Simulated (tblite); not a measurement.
Species: C₆H₉OP.
Atom-mapped SMILES: `[CH2:1]=[CH:2][P:3](=[O:4])([CH:5]=[CH2:6])[CH:7]=[CH2:8]` (hydrogens: H9, H10 on C1; H11 on C2; H12 on C5; H13, H14 on C6; H15 on C7; H16, H17 on C8)

The geometry is computed with GFN2-xTB (gas phase).

Q: List the bond lengths, angles and torsions at this level.

A: 
```
                  bond  length (pm)
   C1=C2, C5=C6, C7=C8        132.1
   C2–P3, P3–C5, P3–C7        181.8
                 P3=O4        146.5
 C1–H9, C6–H13, C8–H16        107.9
C1–H10, C6–H14, C8–H17        107.9
C2–H11, C5–H12, C7–H15        108.0
```

Bonds in one row agree within 1 pm and their mean is given. A selection of angles:
```
   angle  degrees
C1–C2–P3    118.7
C2–P3–O4    114.9
C2–P3–C5    103.5
```

Dihedral angles: C1–C2–P3–O4 0° (synperiplanar); C2–P3–C5–C6 126° (anticlinal); C2–P3–C7–C8 -126° (anticlinal).

Of the pairs four or more bonds apart, O4···H10 is among the closest relative to their van der Waals radii: 2.61 Å, 96 % of the sum of Bondi's values. P3 (phosphoryl phosphorus) is distorted tetrahedral (angles from 103.5° to 114.9°). All 3 C–P bonds measure 1.818 Å. All 3 C–C bonds measure 1.321 Å.

Point group: C3v (every atom within 0.08 Å of its image). Its GFN2-xTB frequencies are all real (lowest 60 cm⁻¹). The numbers are those of one conformer. 3 starts were optimised and ended at 0.00, 0.00 and 2.47 kcal/mol (GFN2-xTB); the lowest of these is shown.
